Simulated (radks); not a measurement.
Question: Species: Cu+. Configuration: [Ar] 3d10 (the NIST ground configuration). All-electron calculation, scalar-relativistic Kohn-Sham, LDA (Slater exchange, VWN5 correlation), spin-polarised, spherical densities, finite nucleus; Fermi nuclear charge, rms radius 3.8823 fm; hard spherical wall at 20 bohr. Program: a radial shooting solver on a logarithmic mesh with Libxc functionals. Some entries of the table are withheld. Estimate them.

orbital  occ.  eigenvalue (eV)  <r^2> (bohr^2)
1s          2        -8841.967        0.003667
2s          2        -1068.815             (1)
2p          6              (2)             (3)
3s          2        -122.8394          0.5903
3p          6         -80.7522          0.6691
3d         10         -14.0107           1.416
4s          0         -12.1509             (4)
4p          0          -6.6258           13.18
4d          0          -1.9070           64.52

Answer: 
(1) 2s <r^2> (bohr^2): 0.06553
(2) 2p eigenvalue (eV): -924.8806
(3) 2p <r^2> (bohr^2): 0.05239
(4) 4s <r^2> (bohr^2): 7.512
